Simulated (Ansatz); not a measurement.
Input file for Ansatz (a first-principles code): R-B2PLYP/def2-TZVPP on C2H4 (SMILES C=C).

Ansatz 0.2 input:
```yaml
crystal:
  periodic: [false, false, false]
  atoms:
    - {symbol: C, position_ang: [-0.66112664, -0.03924660, -0.00466731]}
    - {symbol: C, position_ang: [0.66112664, 0.03924660, 0.00466731]}
    - {symbol: H, position_ang: [-1.28478287, 0.83544969, 0.13534147]}
    - {symbol: H, position_ang: [-1.17489083, -0.98146548, -0.15269761]}
    - {symbol: H, position_ang: [1.28478287, -0.83544969, -0.13534147]}
    - {symbol: H, position_ang: [1.17489083, 0.98146548, 0.15269762]}
basis:
  gaussian:
    orbitals: def2-TZVPP
hamiltonian:
  xc: {name: B2PLYP}
magnetization: {spin_polarized: false}
correlation: {electrons: outside_noble_gas}
scf: {lower_state_search: off}
```

It printed:

```
WARN ansatz: RAYON_NUM_THREADS=4 ignored (pool sized by the plan → 4); use --threads N
Functional definition: B2PLYP
these checks for a lower state are left out or cut short: stability, starts, cluster_reference, orbital_swaps, neighbouring_geometries, increment
integrals: 0.07 GiB planned
684 factors; integrals over basis functions are off by at most 7.6e-4 eV
mean field: 0.32 GiB planned
mean field evaluation 1: about -2131.1128 eV, gradient 3.6e1 eV
mean field evaluation 2: about -2131.1153 eV, gradient 3.6e1 eV
mean field evaluation 4: about -2134.2157 eV, gradient 1.2e0 eV
mean field evaluation 8: about -2134.2192 eV, gradient 1.7e-3 eV
mean field evaluation 16: about -2134.2192 eV, gradient 8.8e-7 eV
mean field -2134.21924455 eV, -78.4311106113 hartree, gradient 8.8e-7 eV, S^2 0.000000; 0 other end points of the search recorded, 0 dependent functions left out
2 core orbitals not correlated
reference -2134.21936664 eV, -78.4311150982 hartree; 6, 6 occupied and 110, 110 virtual orbitals, 684 factors
second order -11.06082819 eV of doubles, -0.00000000 eV of singles
Total energy: -2137.20579025 eV, -78.5408641416 hartree
Checks for a lower state left out: stability, starts, cluster_reference, orbital_swaps, neighbouring_geometries, increment
```

The calculation finished and met its thresholds.

Cost: roughly 1.4 core-seconds.
